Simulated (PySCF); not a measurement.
C₃H₈BFO, SMILES CCB(F)CO. Coordinates come from a PBE-D3(BJ)/def2-SVP optimisation. The structure was generated by enumeration, and PubChem lists no compound with its InChIKey, so it may never have been made. Other conformers were not sampled.

Task: Give the equilibrium geometry at PBE-D3(BJ)/def2-SVP (PySCF confirms it by a frequency run) as bond lengths and angles. (Estimate from the structure and the level; the computed values follow.)

Result: Several could match; the one computed here: 
Atoms: C1 C2 B3 F4 C5 O6 H7 H8 H9 H10 H11 H12 H13 H14. Bonds (Å): C1–C2 1.531, C1–H7 1.109, C1–H8 1.109, C1–H9 1.109, C2–B3 1.572, C2–H10 1.114, C2–H11 1.119, B3–F4 1.347, B3–C5 1.582, C5–O6 1.425, C5–H12 1.124, C5–H13 1.116, O6–H14 0.974. Angles (°): C2–C1–H7 111.2, C2–C1–H8 111.5, C2–C1–H9 112.2, H7–C1–H8 106.7, H7–C1–H9 107.4, H8–C1–H9 107.6, C1–C2–B3 117.4, C1–C2–H10 112.4, C1–C2–H11 110.5, B3–C2–H10 106.9, B3–C2–H11 105.6, H10–C2–H11 102.9, C2–B3–F4 120.1, C2–B3–C5 123.1, F4–B3–C5 116.9, B3–C5–O6 116.3, B3–C5–H12 109.6, B3–C5–H13 107.0, O6–C5–H12 112.7, O6–C5–H13 106.8, H12–C5–H13 103.4, C5–O6–H14 107.1.
